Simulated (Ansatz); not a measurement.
Ideal-gas functions of CH$_{3}$FISi, SMILES `C[Si](F)I` radical at 800 K and 1 bar, from an Ansatz frequency run at PBE0-D4/def2-TZVP.

Molar mass 189.02 g/mol, point group C1 (symmetry number 1), electronic degeneracy 2, moments of inertia 79.088, 348.164, 407.641 u Å². Harmonic wavenumbers (cm⁻¹, unscaled): 145, 152, 183, 258, 362, 690, 766, 780, 885, 1254, 1431, 1437, 3049, 3139, 3157.

Use S(trans) = R[1.5 ln M + 2.5 ln T − 1.1517]; rotational temperatures θ = 24.2544 K / I; S(rot) = R[ln(√π/σ · √(T³/θAθBθC)) + 1.5]; for each mode x = 1.438777 ν̃/T, S = R[x/(eˣ − 1) − ln(1 − e⁻ˣ)] and H = RT x/(eˣ − 1); 1 cm⁻¹ = 0.0119627 kJ/mol; R = 8.31446 J/(mol·K).

**Question.** By hand: the entropy, in J/(mol·K).

**Answer.** Translation 194.7. Rotation: θ = 0.3067, 0.0697, 0.0595 K, giving 128.3. Vibration, mode by mode: 19.51, 19.12, 17.59, 14.77, 12.03, 7.03, 6.28, 6.15, 5.28, 3.12, 2.43, 2.41, 0.22, 0.20, 0.19, in all 116.3. Electronic 5.8. Sum 445.1 J/(mol·K).

**Question.** By hand: H − E and G − E in kJ/mol, counted from the electronic energy.

**Answer.** Zero-point energy ½ × 17688 × 0.0119627 = 105.8; thermal vibration 44.4; translation, rotation and pV give 4 RT = 26.6. H − E = 176.8 kJ/mol, and G − E = 176.8 − 800 × 445.1/1000 = -179.3 kJ/mol.

Vibration gives 26 % of the entropy, 19.5 J/(mol·K) of it from the mode under 150 cm⁻¹: soft modes count most, and the harmonic formula is weakest for them. The sum counts one conformer and one mirror image; others add a mixing term.
